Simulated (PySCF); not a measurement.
Gas-phase reaction: InH3 + C2H5 + N = In(CH3)2NH2. Level: PBE0/def2-QZVP†; standard pressure 1 bar.

Method: PySCF energies plus ideal-gas RRHO corrections (1 bar). S°(298 K) at PBE0/def2-TZVP differs from the NASA 1993 table for C2H5 (+9 J/mol/K); whether the harmonic model or the table's entry is off was not settled. † marks an energy on the PBE0/def2-TZVP geometry and frequencies. Open shells (unrestricted): C2H5 (multiplicity 2), N (multiplicity 4); the rest are closed-shell singlets. In: scalar-relativistic def2 core potential, no spin-orbit coupling. Methyl groups turn as free rotors in In(CH3)2NH2. InH3, In(CH3)2NH2: computed as isolated molecules; such fragments, hydroxides, amides, oligomers or adducts are transient or little studied in the gas. The harmonic model lacks anharmonicity and excited electronic states, which grow with temperature; levels with a mode under 35 cm⁻¹ are left out. Internal rotation in C2H5 is treated as a harmonic vibration of one conformer, which makes the entropy rough. Soft modes under 120 cm⁻¹ make the harmonic entropy rough for In(CH3)2NH2.

```csv
T (K),1000/T (1/K),log10 K
600,1.6667,49.34
800,1.2500,33.57
1000,1.0000,24.11
1200,0.8333,17.79
1400,0.7143,?
1600,0.6250,9.90
```

Q: Fit log10 K = a + b·(1000/T) to the five rows, get the mean ΔH° and ΔS°, and predict log10 K at 1400 K.

A: Means: 1000/T = 1.0750, log10 K = 26.942. Sums of products about the means: Sxy = 24.50614, Sxx = 0.647278, so b = Sxy/Sxx = 37.86 and a = 26.942 − (37.86)×1.0750 = -13.76.
ΔH° = −R ln 10 × 1000 K × b = −19.145 × (37.86) = -725 kJ; ΔS° = R ln 10 × a = -263 J/K. The run's own values go from -724 kJ and -263 J/K at 600 K to -725 kJ and -263 J/K at 1600 K.
Prediction at 1400 K: -13.76 + (37.86)×0.7143 = 13.28. The computed value is 13.29, 0.01 from the line.
For scale, ΔH°(298 K) is -724 kJ at this level, -727 kJ at ωB97M-V/def2-TZVP†, and runs from -877 to -360 kJ over the 16 levels computed.
